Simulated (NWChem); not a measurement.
Polarisability of ClGa

```xyz
2

Ga     0.0000     0.0000    -0.7909
Cl     0.0000     0.0000     1.4423
```
Charge 0, spin multiplicity 1.

Everything below was run with NWChem. The geometry was optimised at B3LYP/def2-SVP, a minimum by its harmonic frequencies.

Basis set: aug-cc-pVDZ. The field's frequency is 0.0428 Ha (1065 nm).

The Hamiltonian is non-relativistic. The correlated methods keep 14 core orbitals frozen. B3LYP has NWChem's definition, with VWN1-RPA local correlation. The structure started from a generated list of species. Coupled-cluster values serve here as a point of comparison, not as the truth.

Q: One of these methods gave an isotropic polarisability of 50.94 bohr³. Which?
(A) PBE0
(B) PBE
(C) B3LYP
(D) CCSD linear response

A: D, CCSD linear response. The others give 50.44 (PBE), 49.30 (B3LYP), 49.47 (PBE0).
